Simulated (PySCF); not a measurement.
C2H5Zn, SMILES C[CH2][Zn] (connectivity only; charge and spin as stated), neutral, multiplicity 2.

Coordinates come from a B3LYP-D3(BJ)/def2-SVP optimisation. The multiplicity is an assumed one; other spin states were not compared. The isomer is the one that the SMILES or the coordinates give; other isomers of the formula were not compared.

The numbers are results of PBE/def2-TZVPD (PySCF), not measurements.

The molecule is in vacuum.

```json
{
  "total_energy": "-1858.21586 hartree",
  "point_group": "Cs",
  "α spin, highest occupied and lowest empty level": "-4.05 and -1.29 eV",
  "β spin, highest occupied and lowest empty level": "-6.42 and -2.98 eV",
  "dipole_moment": "0.68 D",
  "quadrupole, principal values (traceless, Buckingham form, about the centre of nuclear charge)": "-3.51, 1.40, 2.11 D·Å",
  "mean_static_polarisability": "74.3 bohr³ (11.01 Å³)",
  "polarisability_principal_values": "61.0, 65.1, 96.8 bohr³",
  "⟨S²⟩": "0.754 (pure state 0.75)"
}
```
